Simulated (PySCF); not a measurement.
B(Br)(OH)(OMe) (CH4BBrO2), SMILES B(Br)(O)OC.

Geometry: B3LYP-D3(BJ)/def2-SVP. This is a generated structure with no PubChem entry under its InChIKey; it may be hypothetical. The values are those of a single conformer.

Method: r2SCAN/def2-TZVP (PySCF).

Gas-phase values at a fixed geometry.

| Quantity | Value |
|---|---|
| total energy | -2790.06446 hartree |
| highest occupied level | -7.30 eV |
| lowest empty level | 0.29 eV |
| orbital gap | 7.59 eV |
| dipole moment | 2.12 D |
| quadrupole, principal values (traceless, Buckingham form, about the centre of nuclear charge) | -3.01, -2.85, 5.86 D·Å |
| mean static polarisability | 53.6 bohr³ (7.94 Å³) |
| polarisability, principal values | 41.3, 50.1, 69.3 bohr³ |
